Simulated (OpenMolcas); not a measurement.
Si: effect of the IPEA shift

- Program: OpenMolcas
- Basis: ANO-RCC-VTZP [5s4p2d1f]
- Scalar Hamiltonian: DKH2, point nucleus
- Active space: 2 electrons in 3 orbitals (3p)
- State averaging: 2S+1 = 3 even, 3 roots; 2S+1 = 1 even, 6 roots
- Spin-orbit coupling: RASSI with atomic mean-field integrals over the reference wave functions, term energies averaged over their components

Methods on the same reference wave functions:
A. CASSCF
B. SS-CASPT2, IPEA 0 Eh, imaginary shift 0.1 Eh (closed shells correlated: 2s 2p 3s)
C. SS-CASPT2, IPEA 0.25 Eh, imaginary shift 0.1 Eh (closed shells correlated: 2s 2p 3s)

Energies in eV above 3s2 3p2 3P0, the measured ground level; measured values from NIST Handbook of Basic Atomic Spectroscopic Data.

```csv
Level,A,B,C,Measured
3s2 3p2 3P0,0.0000,0.0000,0.0000,0.0000
3s2 3p2 3P1,0.0083,0.0084,0.0084,0.0096
3s2 3p2 3P2,0.0244,0.0244,0.0244,0.0277
3s2 3p2 1D2,1.0843,0.845,0.787,0.7810
3s2 3p2 1S0,2.6462,1.939,1.914,1.9087
```

Deviations, from unrounded energies. A percentage is the sum of absolute deviations over the sum of measured energies, with the sign that they share, or ± where signs differ.

```csv
Against measurement,Levels,A,B,C
mean absolute deviation (cm-1),4,2100,200,31
fine structure of the ground term (%),2,-12.2,-11.9,-11.9
other terms of the ground configuration (%),2,+38.7,+3.5,+0.4
```

C lies closest to measurement on these levels and A furthest from it. The largest miss of C in the table is 3s2 3p2 1D2, by +47 cm-1. The ranking rests on the paired levels alone, and a cruder setting can come out closer through cancelling errors.

Between B and C the level of the table that moves most is 3s2 3p2 1D2, by 470 cm-1 (lowest in C, highest in B). Moves below CASPT2's spread within the term are not significant.

From A to B the spin-free energies of the other terms of 3s2 3p2 shown, above 3P, scale by factors of 0.73 to 0.78.

The lowest spin-free term lies below A's lowest term by 0.088 hartree in B, 0.079 hartree in C.

CASPT2 breaks the degeneracy within a term, and the mean is taken; among the terms shown or strongly mixed into the levels shown the widest spread is 98 cm-1 (3s2 3p2 1D, C). With the s shell closed, the reference lacks s² → p² mixing. Without dynamic correlation excited terms often stand tens of per cent too high (terms of higher spin than the ground term too low), and those without a measured partner can miss by more than the paired ones (holds for A). Computed and measured levels are paired by configuration, term and J; levels that our copy of the source lacks, or whose pairing is in doubt (as where it misses far off the trend of its configuration), stay unpaired and out of the deviations. Only configurations of the active space appear.
